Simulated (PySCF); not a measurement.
**Structure from NMR data**

An unknown has the formula C8H10. Its calculated NMR data are:

1H NMR (300 MHz, computed): δ 7.56 (m, 2H), 7.47 (m, 2H), 7.44 (m, 1H), 2.67 (q, 2H), 1.18 (t, 3H).

13C{1H} NMR (computed): δ 153.4 (C), 135.3 (CH, 2C), 135.0 (CH, 2C), 132.1 (CH), 35.6 (CH2), 22.0 (CH3).

[PySCF: coordinates at the PBE0-D3(BJ)/def2-TZVP level; σ from GIAO-B97-2/pcSseg-2; non-relativistic Hamiltonian; one computed conformer; one averaged value for each set of equivalent atoms; no solvent model]

δ = σ(ref) − σ, references computed at the same level: 1H (σ = 31.64 ppm), 13C (σ = 185.38 ppm) vs TMS.

Propose a structure and justify it.

## Answers


The formula gives 4 degrees of unsaturation (1 ring in the answer). 6 carbon signals for 8 carbons: some carbons are equivalent by symmetry or fast rotation. Carbon types of the structure: 1 × C, 5 × CH, 1 × CH2, 1 × CH3, which accounts for all hydrogens. δC 153.4: substituted aromatic carbon. δC 135.3, 135.0, 132.1: aromatic CH; the aromatic region. δC 35.6: sp3 CH2 on an aromatic ring; a saturated carbon with 2 carbon neighbours and no heteroatom attached. δC 22.0: methyl carbon; aliphatic region, no heteroatom directly attached. δH 7.56, 7.47, 7.44: hydrogen on an aromatic CH; it sits in the deshielding region of the aromatic ring current. δH 2.67: hydrogen on an sp3 CH2 on an aromatic ring; benzylic-type position, deshielded by the ring. δH 1.18: hydrogen on a methyl carbon.

The compound is Ethylbenzene (c1cccc(CC)c1).

The shifts were computed for this structure.

Shifts are as computed. Against solution values, carbons near 30 ppm lie about +3 ppm off and those near 130 ppm about +7 ppm. Of 1211 compounds with measured shifts, 218 miss one by over three times the rms of a fit or turn the order of signals round; such compounds aren't used in these exercises. No couplings were computed; multiplicities are counted from neighbouring protons, with m where these are inequivalent, close in shift, in a saturated or five-membered ring or joined by F or P, and br s for small geminal =CH2 splittings.
